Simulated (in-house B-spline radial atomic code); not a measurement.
Computed with a B-spline radial atomic code. Model: two electrons, singlet ground state, non-relativistic, full CI in B-splines with partial waves to l = 8 (at full coupling up to 3e-4 hartree above the limit, correlation up to 0.6 % small), density held at that of full coupling by Lieb maximisation.

Along the adiabatic connection the electron repulsion is scaled by a coupling λ while a local potential keeps the density fixed. At λ = 0 the system is the Kohn-Sham one and W equals the exchange energy; the exchange-correlation energy is the area under W between 0 and 1. The kinetic energy rises with λ as the electrons avoid each other, with dT/dλ = −λ dW/dλ.

Command:
```bash
python run_ac.py task.json out
```
Settings (lengths in bohr, energies in hartree):
```
potential              coulomb
strength               1.14
lmax                   8
```

Time taken, with all properties: 52 s on 1 thread of Intel(R) Xeon(R) Processor @ 2.30GHz, with other jobs on the host.

**W = mean repulsion less Hartree energy, and W of three functionals.**

Given: confinement point charge; nuclear charge 1.14; external potential -Z/r.

Computed: PBE exchange minus exact -4.4464 millihartree; SCAN exchange minus exact -8.2757 millihartree.

| coupling | W xc (hartree) | W xc minus exchange (millihartree) | kinetic minus Kohn-Sham (millihartree) | LDA (PW92) W minus its exchange (millihartree) | PBE W minus its exchange (millihartree) | SCAN W minus its exchange (millihartree) |
| --- | --- | --- | --- | --- | --- | --- |
| 0 | -0.47795 | 0 | 0 | 0 | 0 | 0 |
| 0.02 | -0.48012 | -2.166 | 0.02 | -9.98 | -1.54 | -1.77 |
| 0.05 | -0.48329 | -5.332 | 0.13 | -19.75 | -3.9 | -4.31 |
| 0.12 | -0.4903 | -12.35 | 0.73 | -36.31 | -9.38 | -9.86 |
| 0.25 | -0.50209 | -24.139 | 2.89 | -58.08 | -19.1 | -19.08 |
| 0.4 | ? | ? | ? | ? | ? | ? |
| 0.6 | -0.52747 | -49.516 | 13.44 | -95.74 | -41.54 | -39.16 |
| 0.8 | ? | ? | ? | ? | ? | ? |
| 1 | -0.54851 | -70.557 | 30.05 | -123.54 | -61.68 | -56.64 |
| 1.4 | -0.56409 | -86.135 | 48.6 | -143.67 | -77.69 | -70.36 |
| 2 | -0.58108 | -103.12 | 77.17 | -165.99 | -96.49 | -86.29 |
| 3 | -0.59974 | -121.79 | 123.11 | -191.73 | -119.23 | -105.14 |

**Question.** What belongs in the row 0.4?

**Answer.** W xc (hartree): -0.51397; W xc minus exchange (millihartree): -36.019; kinetic minus Kohn-Sham (millihartree): 6.73; LDA (PW92) W minus its exchange (millihartree): -76.65; PBE W minus its exchange (millihartree): -29.37; SCAN W minus its exchange (millihartree): -28.39.

**Question.** What belongs in the row 0.8?

**Answer.** W xc (hartree): -0.53883; W xc minus exchange (millihartree): -60.878; kinetic minus Kohn-Sham (millihartree): 21.36; LDA (PW92) W minus its exchange (millihartree): -110.93; PBE W minus its exchange (millihartree): -52.23; SCAN W minus its exchange (millihartree): -48.47.

**Question.** What is the LDA exchange minus exact?

**Answer.** 60.733 millihartree.

**Energy parts, natural occupations and partial-wave weights.**

Computed: total energy -0.7393 hartree; exchange energy -0.47795 hartree; correlation energy -0.04051 hartree; kinetic part of the DFT correlation energy 0.030046 hartree; kinetic part over minus potential part 0.42585; Hartree energy 0.95591 hartree; Lieb Oxford ratio E_xc over LDA exchange 1.2427.

| natural | occupation of the shell (electrons) |
| --- | --- |
| s | 1.9317 |
| s | 0.045726 |
| p | 0.02081 |
| d | ? |
| p | 0.000491 |
| s | 0.00036075 |

**Question.** What belongs in the row d?

**Answer.** occupation of the shell (electrons): 0.0006253.

| wave | weight |
| --- | --- |
| s | 0.98893 |
| p | 0.01067 |
| d | ? |
| f | 4.2686e-05 |
| g | 9.3057e-06 |

**Question.** What belongs in the row d?

**Answer.** weight: 0.00034598.

**Question.** What is the Kohn-Sham kinetic?

**Answer.** 0.70921 hartree.

**Question.** What is the initial slope twice GL2?

**Answer.** -0.10943 hartree.

Half-way to full coupling W has made 61 % of its drop, against 50 % for a straight line, and second-order (GL2) theory, half the initial slope, overshoots the correlation energy by about 35 %: a marked bend. Over couplings 0 to 1 the errors in E_xc come to about +21 millihartree for LDA, +2.0 millihartree for PBE, 0.0 millihartree for SCAN, so SCAN is nearest. In LDA and PBE and SCAN the errors of exchange and correlation have opposite signs, so the sum is smaller than the larger of the two.
